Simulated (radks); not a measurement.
Spherical quantum dot in the effective-mass picture: electrons in a parabolic well V = omega^2 r^2 / 2 with omega = 0.216, all in effective atomic units (hartree* = m*/eps^2 hartree, bohr* = eps/m* bohr), one dielectric constant everywhere. Calculated with a radial shooting solver with Libxc functionals: non-relativistic Kohn-Sham, PBEsol, spin-polarised, spherical densities. Levels are named by radial order and angular momentum (1s, 1p, 1d, 2s, ...), and open shells are averaged over m.

N = 7, configuration 1s2 1p(up 3, down 2). This is the lowest configuration that the search found. Occupied and some empty levels:

level,occupation,eigenvalue (hartree*),<r> (bohr*)
1s up,1,1.7850,3.607
1s down,1,1.7956,3.582
1p up,3,1.8845,4.322
1p down,2,1.8965,4.324
1d up,0,2.0070,4.851
1d down,0,2.0189,4.862
2s up,0,2.0586,4.132
2s down,0,2.0658,4.137
1f up,0,2.1466,5.294
1f down,0,2.1579,5.310

Energy (hartree*): total 8.06714, kinetic 0.95506, external 3.0451, Hartree 5.3412, exchange-correlation -1.2742.

Electron density:

r (bohr*),n(r) (e/bohr*^3)
0.173,0.008392
0.607,0.008885
1.04,0.009829
1.48,0.01102
1.91,0.01220
2.34,0.01307
2.78,0.01338
3.21,0.01296
3.65,0.01179
4.08,0.009986
4.51,0.007824
4.95,0.005625
5.38,0.003679
5.82,0.002174
6.25,0.001160
6.68,0.0005629
7.12,0.0002501
7.55,0.0001014
7.99,0.00003736
8.42,0.00001255
